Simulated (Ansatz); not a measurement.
Ansatz (a first-principles code) job for C2H6FNZn, SMILES C[N](C)[Zn][F], PBE-D3(BJ)/def2-SVP. 

Ansatz 0.2 input:
```yaml
crystal:
  periodic: [false, false, false]
  atoms:
    - {symbol: Zn, position_ang: [-0.69811433, 0.00177368, -0.00000000]}
    - {symbol: F, position_ang: [-2.44161589, 0.01743327, 0.00000000]}
    - {symbol: N, position_ang: [1.10870766, -0.16199488, 0.00000000]}
    - {symbol: C, position_ang: [1.87790989, 0.03617249, -1.20711023]}
    - {symbol: C, position_ang: [1.87790989, 0.03617248, 1.20711024]}
    - {symbol: H, position_ang: [2.74722556, -0.65375914, -1.24131122]}
    - {symbol: H, position_ang: [2.28988898, 1.06536663, -1.31072030]}
    - {symbol: H, position_ang: [1.27393573, -0.16671529, -2.10689121]}
    - {symbol: H, position_ang: [2.28988898, 1.06536664, 1.31072030]}
    - {symbol: H, position_ang: [2.74722555, -0.65375913, 1.24131122]}
    - {symbol: H, position_ang: [1.27393573, -0.16671528, 2.10689121]}
basis:
  gaussian:
    orbitals: def2-SVP
hamiltonian:
  xc: pbe
  dispersion: d3bj
relax: {f_tol: 0.002, max_steps: 200}
```

It prints:

```
WARN ansatz: RAYON_NUM_THREADS=1 ignored (pool sized by the plan → 1); use --threads N
Functional definition: PBE
integrals: 0.06 GiB planned
1342 factors; their error is unknown
mean field: 0.34 GiB planned
mean field evaluation 1: about -54755.4416 eV, gradient 9.2e1 eV
mean field evaluation 2: about -54669.2416 eV, gradient 2.1e2 eV
mean field evaluation 4: about -54771.3331 eV, gradient 2.2e1 eV
mean field evaluation 8: about -54772.2633 eV, gradient 2.1e-1 eV
mean field evaluation 16: about -54772.1917 eV, gradient 2.3e-3 eV
mean field -54772.19165214 eV, -2012.8409172911 hartree, gradient 1.7e-5 eV, S^2 0.000000; 0 other end points of the search recorded, 0 dependent functions left out
the calculation of the forces begins
reference -54772.19170205 eV, -2012.8409191253 hartree; 32, 32 occupied and 85, 85 virtual orbitals, 1342 factors
relax step   1: F+E_penalty+E_count = -54772.39783695 eV  Δ(F+E_penalty+E_count) = +0.000e0 eV  max|allowed force component| = 2.367e-1 eV/Å  Δτ_max = 0.0000 Å  (32 SCF iters, accepted)
these checks for a lower state are left out or cut short: starts, cluster_reference, orbital_swaps, neighbouring_geometries, increment
integrals: 0.06 GiB planned
1342 factors; their error is unknown
mean field: 0.35 GiB planned
mean field -54772.19848447 eV, -2012.8411683748 hartree, gradient 9.2e-6 eV, S^2 0.000000; 0 other end points of the search recorded, 0 dependent functions left out
the calculation of the forces begins
reference -54772.19853439 eV, -2012.8411702091 hartree; 32, 32 occupied and 85, 85 virtual orbitals, 1342 factors
relax step   2: F+E_penalty+E_count = -54772.40449718 eV  Δ(F+E_penalty+E_count) = -6.660e-3 eV  max|allowed force component| = 7.276e-2 eV/Å  Δτ_max = 0.0100 Å  (34 SCF iters, accepted)
these checks for a lower state are left out or cut short: starts, cluster_reference, orbital_swaps, neighbouring_geometries, increment
integrals: 0.06 GiB planned
1342 factors; their error is unknown
mean field: 0.35 GiB planned
mean field evaluation 32: about -54772.1994 eV, gradient 2.9e-1 eV
mean field -54772.19960387 eV, -2012.8412095118 hartree, gradient 9.3e-6 eV, S^2 0.000000; 0 other end points of the search recorded, 0 dependent functions left out
the calculation of the forces begins
reference -54772.19965379 eV, -2012.8412113463 hartree; 32, 32 occupied and 85, 85 virtual orbitals, 1342 factors
relax step   3: F+E_penalty+E_count = -54772.40558423 eV  Δ(F+E_penalty+E_count) = -1.087e-3 eV  max|allowed force component| = 3.605e-2 eV/Å  Δτ_max = 0.0102 Å  (34 SCF iters, accepted)
these checks for a lower state are left out or cut short: starts, cluster_reference, orbital_swaps, neighbouring_geometries, increment
integrals: 0.06 GiB planned
1342 factors; their error is unknown
mean field: 0.34 GiB planned
mean field -54772.19976097 eV, -2012.8412152853 hartree, gradient 9.4e-6 eV, S^2 0.000000; 0 other end points of the search recorded, 0 dependent functions left out
the calculation of the forces begins
reference -54772.19981091 eV, -2012.8412171205 hartree; 32, 32 occupied and 85, 85 virtual orbitals, 1342 factors
relax step   4: F+E_penalty+E_count = -54772.40583587 eV  Δ(F+E_penalty+E_count) = -2.516e-4 eV  max|allowed force component| = 4.146e-2 eV/Å  Δτ_max = 0.0087 Å  (34 SCF iters, accepted)
these checks for a lower state are left out or cut short: starts, cluster_reference, orbital_swaps, neighbouring_geometries, increment
integrals: 0.06 GiB planned
1342 factors; their error is unknown
mean field: 0.35 GiB planned
mean field -54772.20001998 eV, -2012.8412248037 hartree, gradient 9.4e-6 eV, S^2 0.000000; 0 other end points of the search recorded, 0 dependent functions left out
the calculation of the forces begins
reference -54772.20006992 eV, -2012.8412266388 hartree; 32, 32 occupied and 85, 85 virtual orbitals, 1342 factors
relax step   5: F+E_penalty+E_count = -54772.40617556 eV  Δ(F+E_penalty+E_count) = -3.397e-4 eV  max|allowed force component| = 1.912e-2 eV/Å  Δτ_max = 0.0118 Å  (33 SCF iters, accepted)
these checks for a lower state are left out or cut short: starts, cluster_reference, orbital_swaps, neighbouring_geometries, increment
integrals: 0.06 GiB planned
1342 factors; their error is unknown
mean field: 0.35 GiB planned
mean field -54772.19996798 eV, -2012.8412228926 hartree, gradient 9.5e-6 eV, S^2 0.000000; 0 other end points of the search recorded, 0 dependent functions left out
the calculation of the forces begins
reference -54772.20001790 eV, -2012.8412247274 hartree; 32, 32 occupied and 85, 85 virtual orbitals, 1342 factors
relax step   6: F+E_penalty+E_count = -54772.40613683 eV  Δ(F+E_penalty+E_count) = +3.873e-5 eV  max|allowed force component| = 8.224e-2 eV/Å  Δτ_max = 0.0184 Å  (33 SCF iters, rejected (line search))
these checks for a lower state are left out or cut short: starts, cluster_reference, orbital_swaps, neighbouring_geometries, increment
integrals: 0.06 GiB planned
1342 factors; their error is unknown
mean field: 0.34 GiB planned
mean field evaluation 64: about -54772.1999 eV, gradient 2.9e-1 eV
mean field -54772.20012061 eV, -2012.8412285016 hartree, gradient 9.5e-6 eV, S^2 0.000000; 0 other end points of the search recorded, 0 dependent functions left out
the calculation of the forces begins
reference -54772.20017054 eV, -2012.8412303366 hartree; 32, 32 occupied and 85, 85 virtual orbitals, 1342 factors
relax step   7: F+E_penalty+E_count = -54772.40629121 eV  Δ(F+E_penalty+E_count) = -1.156e-4 eV  max|allowed force component| = 3.357e-3 eV/Å  Δτ_max = 0.0092 Å  (34 SCF iters, accepted)
these checks for a lower state are left out or cut short: starts, cluster_reference, orbital_swaps, neighbouring_geometries, increment
integrals: 0.06 GiB planned
1342 factors; their error is unknown
mean field: 0.34 GiB planned
mean field -54772.20010891 eV, -2012.8412280717 hartree, gradient 9.5e-6 eV, S^2 0.000000; 0 other end points of the search recorded, 0 dependent functions left out
the calculation of the forces begins
reference -54772.20015884 eV, -2012.8412299067 hartree; 32, 32 occupied and 85, 85 virtual orbitals, 1342 factors
relax step   8: F+E_penalty+E_count = -54772.40631425 eV  Δ(F+E_penalty+E_count) = -2.304e-5 eV  max|allowed force component| = 5.168e-3 eV/Å  Δτ_max = 0.0087 Å  (32 SCF iters, accepted)
these checks for a lower state are left out or cut short: starts, cluster_reference, orbital_swaps, neighbouring_geometries, increment
integrals: 0.06 GiB planned
1342 factors; their error is unknown
mean field: 0.35 GiB planned
mean field -54772.20010575 eV, -2012.8412279555 hartree, gradient 7.9e-5 eV, S^2 0.000000; 0 other end points of the search recorded, 0 dependent functions left out
the calculation of the forces begins
reference -54772.20015568 eV, -2012.8412297904 hartree; 32, 32 occupied and 85, 85 virtual orbitals, 1342 factors
relax step   9: F+E_penalty+E_count = -54772.40631518 eV  Δ(F+E_penalty+E_count) = -9.316e-7 eV  max|allowed force component| = 4.453e-3 eV/Å  Δτ_max = 0.0007 Å  (21 SCF iters, accepted)
these checks for a lower state are left out or cut short: starts, cluster_reference, orbital_swaps, neighbouring_geometries, increment
integrals: 0.06 GiB planned
1342 factors; their error is unknown
mean field: 0.34 GiB planned
mean field -54772.20011223 eV, -2012.8412281937 hartree, gradient 7.0e-5 eV, S^2 0.000000; 0 other end points of the search recorded, 0 dependent functions left out
the calculation of the forces begins
reference -54772.20016216 eV, -2012.8412300286 hartree; 32, 32 occupied and 85, 85 virtual orbitals, 1342 factors
relax step  10: F+E_penalty+E_count = -54772.40631669 eV  Δ(F+E_penalty+E_count) = -1.512e-6 eV  max|allowed force component| = 1.589e-4 eV/Å  Δτ_max = 0.0005 Å  (21 SCF iters, accepted)
integrals: 0.06 GiB planned
1342 factors; their error is unknown
mean field: 0.34 GiB planned
mean field evaluation 96: about -54772.2706 eV, gradient 2.1e-1 eV
mean field -54772.20011223 eV, -2012.8412281937 hartree, gradient 7.0e-5 eV, S^2 0.000000; 1 other end points of the search recorded, 0 dependent functions left out
the calculation of the forces begins
reference -54772.20016216 eV, -2012.8412300286 hartree; 32, 32 occupied and 85, 85 virtual orbitals, 1342 factors
Total energy: -54772.40636662 eV, -2012.8488079029 hartree
Atom 0 at    -0.688790     0.024380    -0.000000 Å, force     0.000152    -0.000039    -0.000000 eV/Å
Atom 1 at    -2.436570     0.061702     0.000001 Å, force    -0.000142    -0.000005    -0.000000 eV/Å
Atom 2 at     1.114043    -0.209401    -0.000001 Å, force    -0.000159    -0.000039    -0.000000 eV/Å
Atom 3 at     1.874273     0.027916    -1.208330 Å, force     0.000095     0.000044    -0.000078 eV/Å
Atom 4 at     1.874273     0.027916     1.208330 Å, force     0.000095     0.000044     0.000078 eV/Å
Atom 5 at     2.776481    -0.632464    -1.241220 Å, force    -0.000084    -0.000054    -0.000020 eV/Å
Atom 6 at     2.252593     1.078953    -1.316776 Å, force     0.000000     0.000058     0.000046 eV/Å
Atom 7 at     1.275761    -0.203075    -2.114264 Å, force     0.000063    -0.000006    -0.000037 eV/Å
Atom 8 at     2.252592     1.078953     1.316776 Å, force     0.000000     0.000058    -0.000046 eV/Å
Atom 9 at     2.776481    -0.632463     1.241220 Å, force    -0.000084    -0.000054     0.000020 eV/Å
Atom 10 at     1.275760    -0.203075     2.114263 Å, force     0.000063    -0.000006     0.000037 eV/Å
Dipole moment:     0.403138     0.064496     0.000000 e Å
```

The calculation finished and met its thresholds.

Cost: around 50 core-seconds (rough).
